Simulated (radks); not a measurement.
The numbers below are computed, except where a source is named.
Xe+, configuration [Kr] 4d10 5s2 5p5. Level of theory: Dirac Kohn-Sham, LDA (Slater exchange, Perdew-Wang correlation), spin-unpolarised, spherical densities, point nucleus; open shells are shared between the two j in proportion to 2j + 1; speed of light set to 205.554 atomic units (1.5 times the physical value, a model run) (a radial shooting solver on a logarithmic mesh with Libxc functionals). Some entries of the table are withheld. Estimate them.

orbital,occ.,eigenvalue (Ry),<r> (bohr)
1s1/2,2,-2462.382,(1)
2s1/2,2,-378.2513,0.1181
2p1/2,2,-355.9213,(2)
2p3/2,4,-345.9011,(3)
3s1/2,2,-77.84712,0.3146
3p1/2,2,-68.45090,(4)
3p3/2,4,-66.55743,(5)
3d3/2,4,-49.42546,(6)
3d5/2,6,-48.99996,(7)
4s1/2,2,-14.55824,0.7339
4p1/2,2,-11.22528,(8)
4p3/2,4,-10.84464,(9)
4d3/2,4,(10),0.8707
4d5/2,6,(11),0.8755
5s1/2,2,-2.07587,1.862
5p1/2,1.66667,-1.29167,2.167
5p3/2,3.33333,-1.24777,2.208

Answer. 
(1) 1s1/2 <r> (bohr): 0.02752
(2) 2p1/2 <r> (bohr): 0.1001
(3) 2p3/2 <r> (bohr): 0.1026
(4) 3p1/2 <r> (bohr): 0.3047
(5) 3p3/2 <r> (bohr): 0.3097
(6) 3d3/2 <r> (bohr): 0.2803
(7) 3d5/2 <r> (bohr): 0.2819
(8) 4p1/2 <r> (bohr): 0.7639
(9) 4p3/2 <r> (bohr): 0.7762
(10) 4d3/2 eigenvalue (Ry): -5.25593
(11) 4d5/2 eigenvalue (Ry): -5.19029
